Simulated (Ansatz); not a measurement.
**Worked example: the enthalpy of formation of BBrF2 (SMILES FB(F)Br)**

BBrF2: 4 atoms, total charge 0, spin state singlet. As SMILES, `FB(F)Br`. Geometry: relaxed at PBE0-D4/def2-TZVP.

Total energies at B2PLYP/aug-cc-pVDZ, 12 core orbitals frozen (Ansatz 0.2.0); the atoms run unrestricted:

| species | state | energy (Eh) |
| --- | --- | --- |
| BBrF2 | singlet | -2798.261138 |
| F | doublet | -99.675638 |
| B | doublet | -24.631485 |
| Br | doublet | -2573.663193 |

Harmonic wavenumbers at PBE0-D4/def2-TZVP, in cm⁻¹: 295, 352, 570, 635, 1229, 1458.

Measured heats of formation of the gaseous atoms at 298.15 K, in kJ/mol: F 79.4, B 570.3, Br 111.9. Spin-orbit lowering of the atoms at 298 K (mean of the ground term's levels less their thermal mean, from spectra), in kJ/mol: F 1.29, B 0.00, Br 14.69. Take 1 Eh = 2625.50 kJ/mol, 1 cm⁻¹ = 0.0119627 kJ/mol, RT = 2.479 kJ/mol.

Work out the heat of formation of the gas at 298 K.


1. Electronic atomisation energy: 2 × (-99.675638) + (-24.631485) + (-2573.663193) − (-2798.261138) = 0.615184 Eh = 1615.2 kJ/mol.
2. Zero-point energy: half the sum of the wavenumbers, 2269.5 cm⁻¹ = 27.1 kJ/mol.
3. Thermal vibrational enthalpy, Σ hcν̃/(exp(hcν̃/kT) − 1): 3.0 kJ/mol. Translation, rotation and pV of a non-linear molecule: 4 RT = 9.9 kJ/mol.
4. The 4 free atoms carry 5/2 RT each: 24.8 kJ/mol.
5. Spin-orbit coupling lowers the free atoms by 2 × 1.29 + 0.00 + 14.69 = 17.3 kJ/mol.
6. Atomisation enthalpy at 298 K: 1615.2 − 17.3 − 27.1 − 3.0 − 9.9 + 24.8 = 1582.7 kJ/mol.
7. Sum of the atoms' heats of formation: 841.0 kJ/mol. Heat of formation: 841.0 − 1582.7 = -741.7 kJ/mol.

The tabulated value is -820.1 kJ/mol (NIST-JANAF tables; in doubt: it rests on an older heat of the boron atom), so this level is off by +78.4 kJ/mol, or 4.7 % of the atomisation enthalpy that the table implies (1661.0 kJ/mol). Relativity is left out. Anharmonicity and any spin-orbit splitting of the molecule are left out, and so is core correlation.
